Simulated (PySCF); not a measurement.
Al(H)(Et)(OMe) (C3H9AlO), SMILES C[CH2][AlH][O]C.

The structure is a stationary point at PBE0-D3(BJ)/def2-SVP. The structure was generated by enumeration; whether it is a known compound was not checked. The values are those of a single conformer.

The numbers are results of TDDFT-PBE/def2-SVPD (PySCF), not measurements.

Vertical excitations. 

| state | energy (eV) | λ (nm) | f | main pairs |
|---|---|---|---|---|
| S1 | 4.93 | 251 | 0.001 | HOMO→LUMO 100 % |
| S2 | 5.35 | 232 | 0.001 | HOMO−2→LUMO 100 % |
| S3 | 5.57 | 223 | 0.076 | HOMO−1→LUMO 97 % |
| S4 | 5.87 | 211 | 0.021 | HOMO→LUMO+1 94 % |
| S5 | 6.04 | 205 | 0.009 | HOMO−1→LUMO+1 99 % |
| S6 | 6.17 | 201 | 0.011 | HOMO−2→LUMO+1 92 % |
| S7 | 6.31 | 197 | 0.029 | HOMO→LUMO+2 94 % |
| S8 | 6.60 | 188 | 0.000 | HOMO−1→LUMO+2 99 % |
| S9 | 6.73 | 184 | 0.013 | HOMO−2→LUMO+2 91 % |
| S10 | 6.79 | 183 | 0.104 | HOMO→LUMO+3 86 % |
| T1 | 4.65 | 267 | 0 | HOMO→LUMO 98 % |
| T2 | 4.92 | 252 | 0 | HOMO−1→LUMO 99 % |
| T3 | 5.16 | 240 | 0 | HOMO−2→LUMO 98 % |
| T4 | 5.48 | 226 | 0 | HOMO→LUMO+1 97 % |
Triplets are in the Tamm–Dancoff approximation, which puts them higher than full response would, so one can lie above its singlet here.
